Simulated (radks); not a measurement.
Question: Species: K2+. Configuration: [Ne] 3p5 4f2 (not the ground configuration). All-electron calculation, Dirac Kohn-Sham, BLYP, spin-unpolarised, spherical densities, point nucleus; open shells fill j = l - 1/2 first. Program: a radial shooting solver on a logarithmic mesh with Libxc functionals. Some entries of the table are withheld. Estimate them.

orbital,occ.,eigenvalue (Ry),r(max) (bohr),<r^2> (bohr^2)
1s1/2,2,-262.9774,(1),0.008833
2s1/2,2,-29.78076,0.3178,0.1773
2p1/2,2,(2),(3),0.1499
2p3/2,4,(4),(5),0.1518
3p1/2,2,-4.35189,1.072,(6)
3p3/2,3,-4.32494,1.077,(7)
4f5/2,2,-0.53048,4.090,(8)
4f7/2,0,-0.53045,4.090,(9)

Answer: 
(1) 1s1/2 r(max) (bohr): 0.05301
(2) 2p1/2 eigenvalue (Ry): -24.57059
(3) 2p1/2 r(max) (bohr): 0.2606
(4) 2p3/2 eigenvalue (Ry): -24.35628
(5) 2p3/2 r(max) (bohr): 0.2626
(6) 3p1/2 <r^2> (bohr^2): 1.779
(7) 3p3/2 <r^2> (bohr^2): 1.794
(8) 4f5/2 <r^2> (bohr^2): 24.92
(9) 4f7/2 <r^2> (bohr^2): 24.93
